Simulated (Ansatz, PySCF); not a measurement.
Species: AlI₂, net charge 0, doublet state. It need not be the lowest isomer of its formula. SMILES: [I][Al][I]
Geometry: optimised at B3LYP-D3(BJ)/def2-TZVP (Ansatz, an electronic-structure program).

Quantity: atomisation energy (electronic, to ground-state atoms), in kcal/mol. Correlated levels leave the core frozen unless marked. Open shells are spin-unrestricted. Spin-orbit coupling is left out. The frozen core is the preceding noble-gas configuration, with the filled d and f shells of earlier blocks. In def2 rows, elements after Kr have scalar-relativistic effective core potentials. STO-3G rows are all-electron and non-relativistic. The coupled-cluster limit lacks core correlation, which all-electron functionals hold. CBS marks a two-point X^-3 extrapolation of the correlation energy; Hartree-Fock from the larger set. [CCSD(T)-MP2]/basis is that difference in the basis named.

```json
[
 {"level": "HF/def2-SVPD", "program": "Ansatz", "atomisation energy (kcal/mol)": "101.9", "minus last row": "-35.1"},
 {"level": "HF-D4/def2-TZVPD", "program": "PySCF + dftd4", "atomisation energy (kcal/mol)": "109.4", "minus last row": "-27.6"},
 {"level": "PBE-D3(BJ)/def2-TZVPD", "program": "Ansatz + dftd3", "atomisation energy (kcal/mol)": "143.2", "minus last row": "6.2"},
 {"level": "BLYP/def2-TZVPD", "program": "Ansatz", "atomisation energy (kcal/mol)": "127.9", "minus last row": "-9.1"},
 {"level": "revPBE-D4/def2-TZVPD", "program": "Ansatz + dftd4", "atomisation energy (kcal/mol)": "138.4", "minus last row": "1.4"},
 {"level": "revPBE/def2-TZVPD", "program": "Ansatz", "atomisation energy (kcal/mol)": "133.3", "minus last row": "-3.7"},
 {"level": "TPSS-D3(BJ)/def2-TZVPD", "program": "PySCF + dftd3", "atomisation energy (kcal/mol)": "143.8", "minus last row": "6.8"},
 {"level": "M06-L/def2-TZVPD", "program": "PySCF", "atomisation energy (kcal/mol)": "138.2", "minus last row": "1.2"},
 {"level": "B97M-V/def2-TZVPD", "program": "Ansatz", "atomisation energy (kcal/mol)": "137.5", "minus last row": "0.5"},
 {"level": "PBE0/STO-3G", "program": "Ansatz", "atomisation energy (kcal/mol)": "218.4", "minus last row": "81.4"},
 {"level": "PBE0/def2-SVP", "program": "Ansatz", "atomisation energy (kcal/mol)": "137.8", "minus last row": "0.8"},
 {"level": "TPSSh-D3(BJ)/def2-TZVPD", "program": "PySCF + dftd3", "atomisation energy (kcal/mol)": "142.9", "minus last row": "5.9"},
 {"level": "B2GP-PLYP-D4/def2-TZVPD", "program": "Ansatz + dftd4", "atomisation energy (kcal/mol)": "134.1", "minus last row": "-2.9"},
 {"level": "B2PLYP/def2-TZVPD", "program": "Ansatz", "atomisation energy (kcal/mol)": "132.1", "minus last row": "-4.9"},
 {"level": "MP2/def2-TZVPPD", "program": "Ansatz", "atomisation energy (kcal/mol)": "138.1", "minus last row": "1.1"},
 {"level": "RI-MP2/def2-TZVPP", "program": "Ansatz", "atomisation energy (kcal/mol)": "137.5", "minus last row": "0.5"},
 {"level": "SCS-MP2/def2-SVPD", "program": "Ansatz", "atomisation energy (kcal/mol)": "124.7", "minus last row": "-12.3"},
 {"level": "SCS-MP2/def2-TZVPP", "program": "Ansatz", "atomisation energy (kcal/mol)": "130.2", "minus last row": "-6.8"},
 {"level": "CCSD/def2-SVP", "program": "Ansatz", "atomisation energy (kcal/mol)": "118.9", "minus last row": "-18.1"},
 {"level": "CCSD(T)/def2-SVPD", "program": "Ansatz", "atomisation energy (kcal/mol)": "123.1", "minus last row": "-13.9"},
 {"level": "RI-MP2/CBS(def2-TZVPPD,def2-QZVPPD)+[CCSD(T)-MP2]/def2-TZVPPD", "program": "Ansatz", "atomisation energy (kcal/mol)": "137.0", "minus last row": "0.0"}
]
```
